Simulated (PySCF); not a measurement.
Species, as SMILES: BN (BH2-NH2).
Geometry (B3LYP-D3(BJ)/def2-TZVP, fixed):
```xyz
6

B     -0.7766     0.0323    -0.0041
N      0.6098    -0.0254     0.0032
H     -1.3984    -0.9854    -0.0254
H     -1.3119     1.0982     0.0110
H      1.1972     0.7922     0.0209
H      1.1274    -0.8889    -0.0085
```
Charge 0, spin multiplicity 1.

Basis-set convergence of the isotropic shielding of B1 at PBE with PySCF. GIAO, no density fitting; atoms are numbered in the order shown. All functions are spherical. No added dispersion term, no relativity. Reference: the value in pcseg-3, 56.14 ppm, itself unsure by roughly 1.39 ppm (its distance from pcSseg-2). Deviations are taken from unrounded values.

```csv
basis,functions,isotropic shielding of B1 (ppm)
6-31G*,36,77.48
6-31+G*,44,75.04
cc-pVDZ,48,76.24
aug-cc-pVDZ,82,70.55
def2-SVP,48,74.28
def2-SVPD,72,67.75
pcseg-1,48,69.20
aug-pcseg-1,82,65.96
6-311G**,60,63.58
6-311+G**,68,62.45
def2-TZVP,86,62.32
def2-TZVPD,110,61.45
cc-pVTZ,116,63.05
aug-cc-pVTZ,184,62.20
pcseg-2,116,58.58
aug-pcseg-2,184,58.21
def2-TZVPP,118,61.90
def2-TZVPPD,142,61.29
def2-QZVPP,234,58.11
def2-QZVPPD,258,58.15
```

What the diffuse functions change, pair by pair:
- 6-31G* to 6-31+G*: 8 more functions, deviation 21.34 to 18.90 ppm
- cc-pVDZ to aug-cc-pVDZ: 34 more functions, deviation 20.10 to 14.42 ppm
- def2-SVP to def2-SVPD: 24 more functions, deviation 18.14 to 11.61 ppm
- pcseg-1 to aug-pcseg-1: 34 more functions, deviation 13.06 to 9.82 ppm
- 6-311G** to 6-311+G**: 8 more functions, deviation 7.44 to 6.32 ppm
- def2-TZVP to def2-TZVPD: 24 more functions, deviation 6.18 to 5.32 ppm
- cc-pVTZ to aug-cc-pVTZ: 68 more functions, deviation 6.91 to 6.06 ppm
- pcseg-2 to aug-pcseg-2: 68 more functions, deviation 2.45 to 2.07 ppm
- def2-TZVPP to def2-TZVPPD: 24 more functions, deviation 5.77 to 5.16 ppm
- def2-QZVPP to def2-QZVPPD: 24 more functions, deviation 1.97 to 2.02 ppm

They bring the value nearer the reference by more than 1.39 ppm in 4 of 10 pairs.
